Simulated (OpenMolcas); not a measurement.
# Mo3+: moving the ligands

Mo3+ with 5 ligands (water) in trigonal bipyramidal coordination (C2v) at 2.08 Å, the axial distance 2.350 Å. Ligand basis ANO-RCC-VDZP.
```
Mo    0.0000    0.0000    0.0000
O     2.0800    0.0000    0.0000
H     2.6570    0.7797    0.0000
H     2.6570   -0.7797    0.0000
O    -1.0400    1.8013    0.0000
H    -0.6532    2.6909    0.0000
H    -2.0038    1.9111    0.0000
O    -1.0400   -1.8013    0.0000
H    -2.0038   -1.9111    0.0000
H    -0.6532   -2.6909    0.0000
O     0.0000    0.0000    2.3504
H     0.7797    0.0000    2.9274
H    -0.7797    0.0000    2.9274
O     0.0000    0.0000   -2.3504
H     0.7797    0.0000   -2.9274
H    -0.7797    0.0000   -2.9274
```

- Program: OpenMolcas
- Method: SS-CASPT2, IPEA 0.25 Eh, imaginary shift 0.1 Eh (closed shells correlated: 4s 4p and the ligand valence shells)
- Basis: ANO-RCC-VDZP [6s5p3d1f]
- Scalar Hamiltonian: DKH2, point nucleus
- Active space: 3 electrons in 5 orbitals (4d)
- State averaging: 2S+1 = 4 even, 10 roots; 2S+1 = 2 even, 40 roots
- Spin-orbit coupling: RASSI with atomic mean-field integrals over the reference wave functions

Runs around this geometry, states. Energies in cm-1 above the lowest state or level, χT in cm3 K/mol.

```tsv
R (Å)	Axial / equatorial distance	Ground state	First state of that spin	First gap with spin-orbit (degeneracies)	χT at 300 K	First state of another spin
1.99	1.062	2S+1 = 4	750	240 (2, 2)	1.136	2S+1 = 2: 7810
1.94	1.13	2S+1 = 4	750	220 (2, 2)	1.189	2S+1 = 2: 7110
2.08	1.13	2S+1 = 4	510	320 (2, 2)	0.946	2S+1 = 2: 8670
```

Over all roots computed the reference weight is 0.72 to 0.74 in R = 1.99 in ratio = 1.062, 0.72 to 0.74 in R = 1.94 in ratio = 1.13, 0.72 to 0.74 in R = 2.08 in ratio = 1.13; a low but even weight reflects the number of correlated electrons. Ligand-to-metal charge-transfer states are missing. With no ligand orbital active B as a rule stays too high, so bands that hang on it stand too high and its fall with covalency is understated. The least metal-like active orbital is 81 % on the metal (Löwdin) and no ligand orbital is active, so the numbers are rough (holds for R = 1.99, ratio = 1.062). The least metal-like active orbital is 80 % on the metal (Löwdin) and no ligand orbital is active, so the numbers are rough (holds for R = 1.94, ratio = 1.13). Spin-orbit coupling mixes the spin-free states strongly: the lowest level takes only 67 % from its leading state, an unlabelled state of the same spin as most of the rest (holds for R = 2.08, ratio = 1.13). No measured value stands beside these numbers; the geometry was imposed, not optimised, and the real ion may take another.

A state without a sure symmetry label is named by its multiplicity alone.
